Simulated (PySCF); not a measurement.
Hf(OH)3 (H₃HfO₃), SMILES [OH][Hf+]([OH])[OH], charge +1, multiplicity 1. Coordinates come from a r2SCAN-D4/def2-SVP optimisation. The multiplicity is an assumed one; other spin states were not compared. The isomer is the one that the SMILES or the coordinates give; other isomers of the formula were not compared. The def2 effective core potentials stand for the cores of Hf; spin–orbit coupling is left out. One conformer was computed; it need not be the lowest.

Problem. Give the equilibrium geometry at r2SCAN-D4/def2-SVP (PySCF confirms it by a frequency run) as a Z-matrix, and its point group. (An estimate is asked for; the answer gives what the named calculation found.)

Solution. This is not unique; one that fits is point group C3v.
```
Hf
O 1 1.8801
H 2 0.9652 1 165.65
O 1 1.8801 2 109.72 3 60.30
H 4 0.9652 1 165.65 2 -60.30
O 1 1.8801 2 109.72 3 -60.30
H 6 0.9652 1 165.65 2 60.30
```
Charge +1, spin multiplicity 1.
